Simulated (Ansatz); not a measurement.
The cluster MoPt₃, relaxed as a quintet with UKS PBE-D4/def2-SVP in Ansatz, starting from the PBE-D4/def2-SVP geometry of the neutral singlet. Force threshold 0.02 eV/Å.

In the def2 sets Mo, Pt take a core potential; there is no spin–orbit coupling. The relaxation made no stability test and no search for a lower SCF solution. At PBE-D4/def2-SVP a singlet of charge 0 lies 1.35 eV below the quintet, each at its own geometry. The structure comes from a short search, and lower isomers may exist.

Start:

```xyz
4

Mo    0.380    0.079    0.104
Pt   -0.221    1.853   -1.122
Pt    0.527   -1.835   -1.047
Pt   -0.685   -0.097    2.065
```

**Question.** Estimate the energy that the relaxation releases and the steps that it takes.

**Answer.** 15.9 kcal/mol, in 11 steps; 63 s on 4 threads of Arm Neoverse V2 on a shared host. No frequencies were taken in this run, so the end may be a saddle point.

**Question.** Does the start keep its bonding and symmetry?

**Answer.** Bonds formed: Pt2–Pt3 (atoms count from 1). Point group C3v at the start, Cs at the end, both within 0.05 Å.

**Question.** Predict the relaxed structure.

**Answer.** 
Cartesian coordinates in Å:
```
Mo 0.281 0.070 0.545
Pt -0.056 1.291 -1.570
Pt 0.485 -1.272 -1.515
Pt -0.711 -0.089 2.540
```
Bond lengths (bridged metal pairs left out): 3 × Mo–Pt 2.23 to 2.47 Å; 1 × Pt–Pt 2.62 Å.
